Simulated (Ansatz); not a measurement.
Geometry optimisation, RKS PBE/def2-SVP in Ansatz 0.2.0.

The input (input.yaml):

```yaml
crystal:
  periodic: [false, false, false]
  atoms:
    - { symbol: Ta, position_ang: [-0.202419, 0.158468, 0.082998] }
    - { symbol: F, position_ang: [1.693834, 0.263026, 0.34436] }
    - { symbol: Cl, position_ang: [-0.367806, 0.459539, 2.398769] }
    - { symbol: Cl, position_ang: [0.324836, -0.36899, -2.138777] }
    - { symbol: Cl, position_ang: [-1.168605, 2.156439, -0.433356] }
    - { symbol: Cl, position_ang: [-1.776253, -1.519814, 0.142687] }
    - { symbol: Br, position_ang: [1.864349, -2.964761, 0.970306] }
    - { symbol: H, position_ang: [2.537663, -1.628707, 0.800513] }
basis:
  gaussian: { orbitals: def2-SVP }
hamiltonian:
  xc: pbe
relax:
  f_tol: 0.03
  max_steps: 50
```

Run as:

```bash
$ ansatz run input.yaml --threads 4 --pin off --max-ram 5120MiB --backend cpu --events-out ev --progress --plain --runs-dir out
```

Problem. Where does it end, and by what steps?

Solution. The run converged. After 10 steps the energy has fallen by 0.123 eV; Br7 moved furthest, 0.59 Å. Joined: Ta1–Br7.

| step | energy less start (eV) | largest force component (eV/Å) | accepted |
| --- | --- | --- | --- |
| 0 | 0.0000 | 1.208 | yes |
| 1 | -0.0537 | 0.191 | yes |
| 2 | -0.0574 | 0.071 | yes |
| 3 | -0.0643 | 0.207 | yes |
| 4 | -0.0657 | 0.403 | yes |
| 5 | -0.0680 | 0.422 | yes |
| 6 | -0.1047 | 0.149 | yes |
| 7 | -0.1172 | 0.237 | yes |
| 8 | -0.1179 | 0.387 | yes |
| 9 | -0.1224 | 0.051 | yes |
| 10 | -0.1228 | 0.026 | yes |

```xyz
8
Properties=species:S:1:pos:R:3
Ta -0.124 0.100 0.104
F 1.706 0.577 0.293
Cl -0.266 0.278 2.439
Cl 0.425 -0.551 -2.084
Cl -1.194 2.040 -0.417
Cl -1.826 -1.499 0.136
Br 1.470 -2.556 0.828
H 2.715 -1.833 0.869
```

Time of the run: 31 s on 4 threads of Intel(R) Xeon(R) Platinum 8175M CPU @ 2.50GHz (Skylake/Cascade Lake), with other jobs on the host, peak memory 0.29 GiB.
